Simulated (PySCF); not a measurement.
**Bond curve of SeBr⁺**

Set-up: Se x2c-SVPall, Br x2c-SVPall; spin-free X2C with a Gaussian nucleus (PySCF 2.14). Energies in eV from Se⁺ + Br in their ground configurations at the same level. State: ³Σ⁻ (triplet), unpaired electrons π ↑↑.

| R (Å) | M06-2X | UHF-CCSD | PBE0 | PW91 |
| --- | --- | --- | --- | --- |
| 1.881 | -0.839 |  | -1.508 | -1.871 |
| 1.968 | -1.765 | -1.245 | -2.396 | -2.811 |
| 2.056 | -2.266 | -1.773 | -2.867 | -3.333 |
| 2.121 | -2.444 | -1.972 | -3.025 | -3.530 |
| 2.187 | -2.498 | -2.049 | -3.063 | -3.605 |
| 2.253 | -2.461 | -2.037 | -3.011 | -3.590 |
| 2.340 | -2.312 | -1.925 | -2.843 | -3.469 |
| 2.449 | -2.027 | -1.693 | -2.536 | -3.215 |
| 2.581 | -1.620 | -1.347 | -2.098 | -2.831 |
| 2.756 | -1.109 |  | -1.510 | -2.282 |

Problem. Put a parabola through the three lowest points of the M06-2X curve and estimate Re, k and ωe (reduced mass 39.71 u; 1 eV/Å² = 0.16022 mdyn/Å; ωe = 1302.8·√(k/μ) cm⁻¹).

Solution. Through R = 2.121, 2.187, 2.253 Å the second-order coefficient is 10.4 eV/Å², so Re ≈ 2.193 Å, k ≈ 3.35 mdyn/Å and ωe ≈ 378 cm⁻¹. A polynomial fit of higher order to the unrounded M06-2X energies gives Re = 2.190 Å, k = 3.34 mdyn/Å, ωe = 378 cm⁻¹; anharmonicity and rounding make the difference.

The higher-order fit for each curve: M06-2X: Re = 2.190 Å, ωe = 378 cm⁻¹, De = 2.50 eV; UHF-CCSD: Re = 2.209 Å, ωe = 356 cm⁻¹, De = 2.05 eV; PBE0: Re = 2.178 Å, ωe = 384 cm⁻¹, De = 3.06 eV; PW91: Re = 2.206 Å, ωe = 362 cm⁻¹, De = 3.61 eV.

Correlated steps freeze 18 core orbitals. Correlated levels converge slowly with the basis: in double zeta they bind strong bonds too weakly, by up to about 1 eV, and carry superposition errors of some tenths. ⟨S²⟩ of the unrestricted solution departs from its pure value on part of the curve, where spin states mix. Spin–orbit coupling is left out. For an ion De counts to the pair picked by the measured ionisation energies or electron affinities, which need not be the lowest pair at this level. The state was picked by a PBE0 search and need not be the measured ground state.
